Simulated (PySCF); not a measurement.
## J couplings in `C1=N[N]([SnH3])N=C1`, C₂H₅N₃Sn

Geometry:
```tsv
atom	x (Å)	y (Å)	z (Å)
Sn1	2.620	0.311	-0.196
N2	0.536	0.377	-0.045
N3	-0.255	0.249	-1.097
C4	-1.484	0.278	-0.590
C5	-1.378	0.426	0.803
N6	-0.088	0.483	1.116
H7	2.967	0.968	-1.727
H8	3.038	-1.337	-0.065
H9	3.179	1.249	1.109
H10	-2.363	0.197	-1.227
H11	-2.151	0.493	1.566
```

Method: indirect couplings at PBE0/pcJ-1 (dyall-v2z on Sn), gas phase, Gaussian nuclear model, PBE0-D3(BJ)/def2-SVP geometry; PySCF integrals, density fitting.

Non-relativistic values:
| coupling | atoms | J (Hz) |
| --- | --- | --- |
| 1J(119Sn,15N) | Sn1 – N2 | 112.1 |
| 1J(119Sn,1H) | Sn1 – H7/H8/H9 | -1719.0 |
| 2J(119Sn,15N) | Sn1 – N3/N6 | 45.6 |
| 3J(119Sn,13C) | Sn1 – C4/C5 | -22.3 |
| 4J(119Sn,1H) | Sn1 – H10/H11 | -4.0 |

Question: What do two-component X2C with spin–orbit coupling give?

Answer: 
| coupling | atoms | with spin–orbit (Hz) |
| --- | --- | --- |
| 1J(119Sn,15N) | Sn1 – N2 | 90.8 |
| 1J(119Sn,1H) | Sn1 – H7/H8/H9 | -2270.3 |
| 2J(119Sn,15N) | Sn1 – N3/N6 | 62.9 |
| 3J(119Sn,13C) | Sn1 – C4/C5 | -26.4 |
| 4J(119Sn,1H) | Sn1 – H10/H11 | -3.9 |

The largest listed coupling, 1J(119Sn,1H), ends at 1.32 times its non-relativistic value. Equivalent partners are averaged, as under fast rotation.
